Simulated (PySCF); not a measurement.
## Dipole response of Kr (krypton, neutral)

[Kr], closed-shell 1S. All numbers are calculated (PySCF 2.14, scalar relativity through the core potential, in aug-cc-pwCVQZ-PP with ECP10MDF). Coupled (time-dependent) response in atomic units; α is the mean over directions.

```csv
method,mean α (bohr³),C₆ (like pair),S(−4)
UHF,16.42,126.5,51.87
PBE,18.22,143.1,71.27
```

S(−4) is the Cauchy moment in α(ω) = α(0) + S(−4) ω² + …

Reference α: 16.78 ± 0.02 bohr³ (recommended; Schwerdtfeger and Nagle, table of static dipole polarizabilities (2023 update)). Published C₆: 130.0 (Chu and Dalgarno (2004); Tang, Norbeck and Certain (1976)).

α(iu) at PBE:

```json
{"u (hartree)": "0", "α(iu) (bohr³)": "18.22"}
{"u (hartree)": "0.0500", "α(iu) (bohr³)": "18.04"}
{"u (hartree)": "0.100", "α(iu) (bohr³)": "17.54"}
{"u (hartree)": "0.200", "α(iu) (bohr³)": "15.86"}
{"u (hartree)": "0.300", "α(iu) (bohr³)": "13.82"}
{"u (hartree)": "0.500", "α(iu) (bohr³)": "10.10"}
{"u (hartree)": "0.750", "α(iu) (bohr³)": "6.887"}
{"u (hartree)": "1.00", "α(iu) (bohr³)": "4.888"}
{"u (hartree)": "1.50", "α(iu) (bohr³)": "2.781"}
{"u (hartree)": "2.00", "α(iu) (bohr³)": "1.795"}
{"u (hartree)": "3.00", "α(iu) (bohr³)": "0.9515"}
{"u (hartree)": "5.00", "α(iu) (bohr³)": "0.4331"}
```

A single London oscillator, α(iu) = α/(1 + u²/ω²), gives C₆ = (3/4) ω α². Matching the computed C₆ needs ω = 4 × 143.1 / (3 × 18.22²) = 0.575 hartree.

Energies and moments cover only the electrons outside the core potential.
